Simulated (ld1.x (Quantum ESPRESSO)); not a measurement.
Before and after: TM potential for Zn (Z = 30)

ld1.x (Quantum ESPRESSO) 7.5 input, shortened:

```
&input
   title='Zn', zed=30., rel=1, dft='REVPBE', iswitch=3,
   config='[Ar] 3d10 4s1.5 4p0'
 /
 &inputp
   pseudotype=2, tm=.true., lloc=1,
   nlcc=.false.
 /
3
4S  1  0   1.50   0.00  2.00  2.00  0.0
3D  3  2  10.00   0.00  1.45  1.45  0.0
4P  2  1   0.00   0.00  2.60  2.60  0.0
 &test
   configts(1)='3d10 4s1.5 4p0'
 /
```

Change: core correction a·sin(br)/r model core inside 0.64 bohr.

Cutoffs: the cutoffs (Ry, on a coarse ladder) from which the occupation-weighted sum of valence levels, in a spherical-Bessel basis at the reference potential, stays within 10 and 1 mRy of its value at 400 Ry; they do not see the model core or the augmentation charge, which bear on the density cutoff. Errors are all-electron minus pseudo energies relative to the spin-unpolarised reference configuration.

**Question.** How do hardness, ghosts and transferability respond?

**Answer.** The potential gets neither clearly harder nor softer (140 Ry and 230 Ry → 140 Ry and 230 Ry); both files keep a bound ghost (s); the number of tests with a reliable result goes from 7 to 6; of the 6 tests that both files solve, the error grows in 3 and shrinks in 2 by more than 15 % and 0.3 meV (median size 23.1 → 18.2 meV). A model core, the more so a compact one, raises the density cutoff, which this test does not measure.

| quantity | base | changed |
| --- | --- | --- |
| cutoff, loose | 140 Ry | 140 Ry |
| cutoff, tight | 230 Ry | 230 Ry |
| bound ghosts | s | s |
| tests with a reliable result | 7 of 7 | 6 of 7 |
| error for 3d10 4s2 4p0, meV [ΔE -3.89 eV] | -0.3 | -1.8 |
| error for 3d10 4s1 4p0, meV [ΔE 5.88 eV] | -0.2 | -3.6 |
| error for 3d10 4s0 4p0, meV [ΔE 24.15 eV] | +36 | -30 |
| error for 3d10 4s0 4p1, meV [ΔE 12.17 eV] | +10 | -6.4 |
| error for 3d9 4s0 4p0, meV [ΔE 64.56 eV] | -328 | -522 |
| error for 3d9 4s2 4p0, meV [ΔE 13.94 eV] | -454 | -495 |
| s: phases at 2.84 bohr within 0.05 rad from the reference energy up to (Ry; the scan ends near 5) | 1.7 | 1.7 |
| p: phases at 2.84 bohr within 0.05 rad from the reference energy up to (Ry; the scan ends near 5) | 2.5 | 2.5 |
| d: phases at 2.84 bohr within 0.05 rad from the reference energy up to (Ry; the scan ends near 5) | 0.2 | 0.2 |

 A true bound ghost makes a file unfit for plane-wave use even where its test errors are small: the radial tests pick states by their node count and pass the ghost by.
